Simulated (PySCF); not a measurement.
CH₆N₂Si₂Te.
Cartesian coordinates in Å at the PBE0-D3(BJ)/def2-SVP level; atoms count from 1:
```
atom  x, y, z in Å
N1    -0.803    2.133    2.536
C2    -0.994    1.182    1.900
Si3   -1.286   -0.342    0.871
N4    -1.223    0.247   -0.740
Te5    0.525   -2.010    1.182
Si6    2.054   -0.476   -0.102
H7    -2.551   -0.943    1.384
H8    -1.218   -0.391   -1.528
H9    -1.584    1.164   -0.981
H10    3.438   -0.944    0.201
H11    1.868    0.925    0.368
H12    1.813   -0.574   -1.570
```

Computed with PySCF, PBE0-D3(BJ)/def2-SVP geometry optimisation, gas phase, def2 core potentials past Kr.

Masses are those of the commonest isotopes; rigid-rotor values at the optimised geometry. The values belong to one conformer with, in the numbering `[N:1]#[C:2][Si@@H:3]([NH2:4])[Te:5][SiH3:6]`, C2–Si3–N4–H 171° and -36°, C2–Si3–Te5–Si6 -71°.

**Question.** What are A, B and C (MHz)?

**Answer.** Ia = 301.83, Ib = 593.72, Ic = 662.75 u·Å²; 505379 MHz·u·Å²/I gives A = 1674, B = 851.2, C = 762.6 MHz.

**Question.** What kind of rotor is it?

**Answer.** An asymmetric top. Ray's parameter κ = (2B − A − C)/(A − C) = -0.806; −1 is the prolate and +1 the oblate limit.

**Question.** Is it planar, by Δ = Ic − Ia − Ib?

**Answer.** Not planar: Δ = Ic − Ia − Ib = -232.80 u·Å². For a rigid frame Δ = −2 Σ m c², so Σ m c² = 116.40 u·Å² lies off the ab plane: 15.04 from hydrogen and 101.37 from heavier atoms. The atom farthest from that plane is 2.62 Å away.

**Question.** Give the other two planar moments, Paa and Pbb, and the rms extents of the mass along the axes.

**Answer.** Paa = Σ m a² = (Ib + Ic − Ia)/2 = 477.32 and Pbb = Σ m b² = (Ia + Ic − Ib)/2 = 185.43 u·Å². With the mass M = 231.91 u, the rms extents √(P/M) along a, b and c are 1.43, 0.89, 0.71 Å.

**Question.** Where do the levels up to J = 5 lie, in cm⁻¹?

**Answer.** Above 0(0,0):
J = 1: 1(0,1) 0.0538, 1(1,1) 0.0813, 1(1,0) 0.0842
J = 2: 2(0,2) 0.1613, 2(1,2) 0.1860, 2(1,1) 0.1949, 2(2,1) 0.2772, 2(2,0) 0.2775
J = 3: 3(0,3) 0.3219, 3(1,3) 0.3429, 3(1,2) 0.3606, 3(2,2) 0.4387, 3(2,1) 0.4398, 3(3,1) 0.5835, 3(3,0) 0.5835
J = 4: 4(0,4) 0.5350, 4(1,4) 0.5519, 4(1,3) 0.5814, 4(2,3) 0.6539, 4(2,2) 0.6572, 4(3,2) 0.7993, 4(3,1) 0.7994, 4(4,1) 1.0014, 4(4,0) 1.0014
J = 5: 5(0,5) 0.8000, 5(1,5) 0.8128, 5(1,4) 0.8568, 5(2,4) 0.9225, 5(2,3) 0.9300, 5(3,3) 1.0691, 5(3,2) 1.0694, 5(4,2) 1.2711, 5(4,1) 1.2711, 5(5,1) 1.5311, 5(5,0) 1.5311
The levels of one J sum to (2J + 1)J(J + 1)(A + B + C)/3.

**Question.** Which lines would a microwave search look for?

**Answer.** The dipole components are |μa| = 1.20 D, |μb| = 0.64 D, |μc| = 3.75 D. The squared components, which scale the intensities, stand as 0.10 : 0.03 : 1.00 (a : b : c). Some lines, for components of 0.1 D or more:

| type | branch | J(Ka,Kc) | MHz | lower level (cm⁻¹) |
| --- | --- | --- | --- | --- |
| a | Q | 3(1,2) ← 3(1,3) | 532 | 0.343 |
| c | Q | 2(1,2) ← 2(0,2) | 741 | 0.161 |
| b | Q | 2(1,1) ← 2(0,2) | 1007 | 0.161 |
| b | R | 2(0,2) ← 1(1,1) | 2398 | 0.081 |
| b | R | 1(1,1) ← 0(0,0) | 2437 | 0.000 |
| b | Q | 2(2,0) ← 2(1,1) | 2476 | 0.195 |
| b | R | 3(1,2) ← 2(2,1) | 2500 | 0.277 |
| b | Q | 3(2,2) ← 3(1,3) | 2873 | 0.343 |
| a | R | 2(1,2) ← 1(1,1) | 3139 | 0.081 |
| a | R | 2(0,2) ← 1(0,1) | 3221 | 0.054 |
| a | R | 2(1,1) ← 1(1,0) | 3316 | 0.084 |
| b | R | 3(0,3) ← 2(1,2) | 4073 | 0.186 |
| c | Q | 3(3,1) ← 3(2,1) | 4308 | 0.440 |
| b | Q | 3(3,0) ← 3(2,1) | 4308 | 0.440 |
| a | R | 3(1,3) ← 2(1,2) | 4704 | 0.186 |
| a | R | 3(0,3) ← 2(0,2) | 4814 | 0.161 |
| a | R | 3(1,2) ← 2(1,1) | 4970 | 0.195 |
| b | R | 3(1,3) ← 2(0,2) | 5445 | 0.161 |
| b | R | 2(2,1) ← 1(1,0) | 5786 | 0.084 |
| c | R | 2(2,0) ← 1(1,0) | 5792 | 0.084 |
| b | R | 3(2,1) ← 2(1,2) | 7610 | 0.186 |
| b | R | 3(3,1) ← 2(2,0) | 9176 | 0.277 |
| c | R | 3(3,0) ← 2(2,0) | 9176 | 0.277 |

Not checked by PBE0-D3(BJ)/def2-SVP frequencies. These are rigid-rotor constants of the computed structure; measured ground-state constants (B0) also hold zero-point vibration. A rigid rotor knows nothing of inversion at nitrogen or internal rotation, which can split or shift real lines. Quadrupole hyperfine structure (14N) is left out.
